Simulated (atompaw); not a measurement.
# Before and after: PAW (atompaw) potential for He (Z = 2)

atompaw 4.2.0.5 input, output lines left out:

```
He 2
GGA-PBE scalarrelativistic loggrid 1500 logderivrange -5 5 251
1 0 0 0 0 0
1 0 1
0 0 0
v
1
0.45 0.40 0.35 0.40
y
-1.7
n
y
-0.05
y
2.1
n
custom polynom vanderbiltortho besselshape
2 0 ultrasoft
0.45
0.45
0.45
0.45
```

Change: wave 1s channel at -1.7 Ry: rc 0.45 bohr becomes 1s channel at -1.7 Ry: rc 0.42 bohr.

Cutoffs: the cutoffs (Ry, on a coarse ladder) from which the occupation-weighted sum of valence levels, in a spherical-Bessel basis at the reference potential, stays within 10 and 1 mRy of its value at 400 Ry; they do not see the model core or the augmentation charge, which bear on the density cutoff.

**Question.** What does the change do?

**Answer.** The potential gets softer (120 Ry and 200 Ry → 110 Ry and 180 Ry); neither file shows a bound ghost.

```csv
quantity,base,changed
"cutoff, loose",120 Ry,110 Ry
"cutoff, tight",200 Ry,180 Ry
bound ghosts,none,none
s: phases at 0.45 bohr within 0.05 rad from the reference energy up to (Ry; the scan ends near 5),to the end of the scan,to the end of the scan
p: phases at 0.45 bohr within 0.05 rad from the reference energy up to (Ry; the scan ends near 5),to the end of the scan,to the end of the scan
lowest overlap eigenvalue by channel,"s 0.99, p 1.00","s 0.46, p 1.00"
```

 The cutoffs see the waves, projectors and local potential, not the compensation charge or the core.
